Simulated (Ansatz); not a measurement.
Reaction (ligand exchange at the Si–C bond): `N[SiH2]C=[Se]` + `N[SiH](O)S` → `N[SiH2]S[SiH](N)O` + `C=[Se]`

Gas-phase electronic energies from Ansatz, PBE0-D4/def2-TZVP geometries. CBS: MP2 limit from def2 TZ/QZ plus the TZ coupled-cluster correction, frozen cores. DFT in def2-TZVPP. B3LYP here is the variant with VWN-RPA as its local correlation; programs differ in this. For Se outer-core shells are correlated without core-valence functions, which leaves a few kJ/mol of doubt a bond. Scalar relativity is left out up to krypton. One conformer a species, not always the lowest.

| level | ΔE (kcal/mol) | difference from CCSD(T)/CBS |
| --- | --- | --- |
| PBE0-D4 | -19.7 | -1.0 |
| ωB97X-V | -18.6 | 0.1 |
| ωB97M-V | -18.8 | -0.1 |
| PBE | -18.6 | 0.1 |
| B3LYP | -17.1 | 1.6 |
| SCS-MP2/def2-TZVPP | -18.3 | 0.4 |
| CCSD/def2-TZVPP | -17.9 | 0.8 |
| CCSD(T)/def2-TZVPP | -18.7 | 0.0 |
| HF/def2-QZVPP | -15.6 | 3.1 |
| SCS-MP2/def2-QZVPP | -18.2 | 0.5 |
| CCSD(T)/CBS | -18.7 | 0 |

Largest T1 diagnostic among the species: 0.015.

The D4 term adds −1.7 kcal/mol with B3LYP and −1.0 kcal/mol with PBE0; it sums over pairs of atoms, weighted by their polarisabilities, and B3LYP, whose exchange is more repulsive, gets the larger term. In def2-TZVPP, CCSD(T) changes the Hartree–Fock value by −2.9 kcal/mol (the triples alone add −0.8 kcal/mol) and MP2 by −3.6 kcal/mol.
